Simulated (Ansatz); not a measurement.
boron atom (B), doublet. Base run: HF/def2-SVP run with Ansatz (an electronic-structure program).

The Ansatz input:
Ansatz 0.2 input:
```yaml
crystal:
  periodic: [false, false, false]
  atoms:
    - {symbol: B, position_ang: [0.00000000, 0.00000000, 0.00000000]}
basis:
  gaussian:
    orbitals: def2-SVP
hamiltonian:
  xc: hf
magnetization: {spin_polarized: true, initial_magnetization: 1}
```

Each row names what was changed in the base input (with any setting that the change needs).

```
change                                E (Eh)  SCF-reference <S^2>
---------------------------------  ---------  -------------------
base                               -24.50055                0.756
functional = revpbe                -24.62435                0.752
functional = hse06                 -24.58735                0.752
functional = B2PLYP                -24.60287                0.753
functional = SVWN5                 -24.32443                0.751
functional = r2scan                -24.60698                0.754
functional = blyp                  -24.62227                0.752
functional = BHLYP                 -24.62385                0.753
functional = lc_wpbe               -24.59932                0.752
functional = b3lyp                 -24.63467                0.752
functional = pbe0                  -24.58932                0.752
functional = pbe; dispersion = d4  -24.58153                0.752
functional = cam_b3lyp             -24.61137                0.752
```

Totals shift with the method and basis; they matter in differences.
